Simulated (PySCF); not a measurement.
# How methods differ on the excitation energy of Au²⁺

Au²⁺ [Xe] 4f14 5d9 (2D) → Au²⁺ [Xe] 4f14 5d8 6p1 (high-spin determinant), as a difference of total energies. All numbers are calculated (PySCF 2.14, scalar relativity by spin-free X2C-1e, in x2c-TZVPPall (11s7p7d3f1g, 97 functions)). Correlated levels: valence: [Xe] 4f14 frozen; valence and next inner shell: [Kr] 4d10 4f14 frozen. The calculations carry no spin-orbit coupling.

```csv
method,excitation energy (cm⁻¹)
UHF,96397
LDA,102420
PBE,100150
PBE0,101000
r2SCAN,98889
PBEsol,100830
r2SCAN0,99895
BLYP,99691
MP2 (valence),103520
SCS-MP2 (valence),104330
MP2 (valence and next inner shell),103110
SCS-MP2 (valence and next inner shell),103240
```

A first-order spin-orbit estimate (lowest level to lowest level, LS coupling) adds 0.047 eV.

The basis was made for the ground configuration and has no added diffuse functions, so the excitation energy can come out too high.

The determinant of the upper state mixes LS terms, which raises its energy above the lowest term, most at the Hartree-Fock and MP2 levels.
